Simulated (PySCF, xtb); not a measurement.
H₃IMgOSi, SMILES [SiH3][O][Mg][I].

GFN2-xTB (xtb) at its own geometry gives an orbital gap of 2.10 eV and a dipole moment of 3.31 D.

The structure is a stationary point at B3LYP-D3(BJ)/def2-SVP. The structure was generated by enumeration; whether it is a known compound was not checked. The def2 effective core potentials stand for the cores of I; spin–orbit coupling is left out. Other conformers were not sampled.

### Question
What does PBE/def2-TZVP (PySCF) give? (The exact figures need the calculation; the answer reports its results.)

### Answer
gap 4.12 eV (levels -6.67 and -2.54 eV), dipole 0.37 D.
